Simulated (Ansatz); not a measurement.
`B[SiH2]OC` + NH₃ → `B[SiH2]N` + CH₃OH at 400 K and 1 bar (ligand exchange at the Si–O bond).

Calculated with Ansatz (gas phase, PBE0-D4/def2-TZVP geometries, no zero-point term in ΔE). CBS: MP2 limit from def2 TZ/QZ plus the TZ coupled-cluster correction, frozen cores. This one scheme is used for every species. One conformer a species, not always the lowest.

```csv
species,CCSD(T)/CBS energy (Eh),H − E (kJ/mol),S (J/(mol·K))
`B[SiH2]OC`,-431.29232,239.8,372.8
NH₃,-56.50880,104.2,203.1
`B[SiH2]N`,-372.16627,192.0,334.3
CH₃OH,-115.61712,151.2,252.6
```

H − E and S are ideal-gas, rigid-rotor, harmonic terms from PBE0-D4/def2-TZVP, for one conformer and one mirror image of each species. 1 Eh = 2625.50 kJ/mol, R = 8.31446 J/(mol·K).

Question: By hand: ΔE, ΔH, ΔS and ΔG.

Answer: ΔE = (-372.16627) + (-115.61712) − (-431.29232) − (-56.50880) = 0.01773 Eh = 46.6 kJ/mol. Δ(H − E) = 192.0 + 151.2 − 239.8 − 104.2 = -0.8, so ΔH = 45.8 kJ/mol. ΔS = 334.3 + 252.6 − 372.8 − 203.1 = 11.0 J/(mol·K). ΔG = 45.8 − 400 × (11.0)/1000 = 41.4 kJ/mol.

Question: By hand: the equilibrium constant, and the temperature at which ΔG would vanish if ΔH and ΔS stayed fixed.

Answer: log₁₀ K = −ΔG/(RT ln 10) = -5.4. ΔG = 0 at ΔH/ΔS = 4164 K, far beyond where these terms or the molecules hold.

The number of gas molecules stays the same, so ΔS is small and ΔH decides. A doubt of 5 kJ/mol in ΔE shifts log₁₀ K by 0.7 here. Other conformers and mirror images would add mixing entropy, several J/(mol·K) or more a flexible species. These are equilibria of isolated gas molecules and say nothing of rates. Largest T1 diagnostic: 0.011 (customary marks: 0.02 for closed shells, 0.045 for open ones).
